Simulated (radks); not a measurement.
The numbers below are computed, except where a source is named.
Species: W64+. Configuration: 1s1.75 2s2 2p6 3d0.25 (fractional occupations, a model configuration). Code: a radial shooting solver on a logarithmic mesh with Libxc functionals. Model: Dirac Kohn-Sham, LDA (Slater exchange, Perdew-Wang correlation), spin-unpolarised, spherical densities, point nucleus; open shells fill j = l - 1/2 first.

Normalised radial functions P(r) = r R(r) (large component), r in bohr:

```
   r/bohr * 2p3/2 (the largest magnitude, 3.66, reaches the edge; | marks zero)
 0.001037 *
 0.001277 *
 0.001585 *
 0.001952 |*
 0.002403 |*
 0.002982 |*
 0.003672 | *
 0.004521 |  *
  0.00561 |   *
 0.006908 |     *
 0.008573 |       *
  0.01056 |          *
    0.013 |              *
  0.01613 |                    *
  0.01986 |                          *
  0.02445 |                                 *
  0.03035 |                                         *
  0.03736 |                                                *
  0.04637 |                                                     *
  0.05709 |                                                      *
  0.07029 |                                                   *
  0.08724 |                                           *
   0.1074 |                                *
   0.1333 |                   *
   0.1641 |          *
   0.2021 |   *
   0.2508 |*
   0.3088 *
   0.3802 *
   0.4718 *
```

2p3/2: eigenvalue -15527.1 eV, 0 radial nodes, <r> = 0.0699 bohr, 90 % of the charge inside 0.113 bohr.
